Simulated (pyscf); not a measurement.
H₃Si–Te–Bi(Cl)–Cl → H₃Si–Cl + Cl–Bi=Te, gas phase, singlet surface. Single points on ωB97X-D3(BJ)/def2-SVP structures (PySCF, gas phase). ΔG in kcal/mol from ωB97M-D3(BJ)/def2-TZVP energies (ideal gas, 1 atm, RRHO with modes under 100 cm⁻¹ raised to 100, one conformer, R ln 2 for chiral ones without a mode under 150 cm⁻¹).

| T (K) | ΔG |
|---|---|
| 298 | +5.0 |
| 600 | ? |
| 900 | -16.0 |
| 1200 | -25.6 |

Task: Fit a line to the three values, predict ΔG at 600 K, and estimate where the reaction turns favourable at 1 atm of each gas.

Result: Least squares gives ΔG = +15.0 − 34.1 × T/1000 K, so ΔS is about +143 J/(mol K) and ΔH about +15.0 kcal/mol over this range (ΔH at 298 K: +16.2). At 600 K the line gives -5.5; the computed value is -5.9. ΔG = 0 falls near 440 K; 1 kcal/mol in the energy moves that by 29 K. This is thermodynamics alone and says nothing of the barrier. Elements past Kr carry the def2 core potentials, without spin-orbit coupling.
